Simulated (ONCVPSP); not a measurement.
# arsenic: ONCV pseudisation with PBE, scalar-relativistic reference atom.

| Quantity | Value |
| --- | --- |
| Element | arsenic (As) |
| Generator | ONCVPSP 4.0.1 |
| Type | optimised norm-conserving Vanderbilt (ONCV) |
| Functional | PBE |
| Relativity | scalar-relativistic |
| Frozen core | [Ar] 3d10 |
| Valence charge | 5 |
| Reference configuration | 4s1.75 4p3.25 |
| Partial waves | 4s: rc 1.75 bohr, ncon 3, nbas 6, qcut 4.6 1/bohr, 2 projectors, debl 3.3 Ha; 4p: rc 2.10 bohr, ncon 5, nbas 9, qcut 4.5 1/bohr, 2 projectors, debl 3 Ha; d scattering state at 0.15 Ha: rc 2.25 bohr, ncon 4, nbas 9, qcut 4.7 1/bohr, 3 projectors, debl 3 Ha |
| Local potential | polynomial inside 1.15 bohr (lpopt 5, dvloc0 4 Ha) |
| Core correction | polynomial model core, fcfact 0.5 |

Results:

```json
{"Cutoffs needed": "9.0 Ha and 16 Ha (the cutoffs (Ha) at which the residual kinetic energy of the hardest occupied pseudo-wave falls to 1 and 0.1 mHa per electron) The cutoffs count occupied waves only; projector 3 of the d channel, the hardest unoccupied one, needs 85 Ha at the loose tolerance.", "Ghost test": "no bound ghost flagged; GHOST(+) flagged for s at 144.7 eV", "Largest excitation error": "-26 meV (all-electron minus pseudo) for 4s0 4p5, out of 4 test configurations", "rms error of d²Exc/dni dnj": "5.13 mHa without and 0.24 mHa with the model core"}
```

Generation and tests took about 4 s on one core of a shared server CPU.
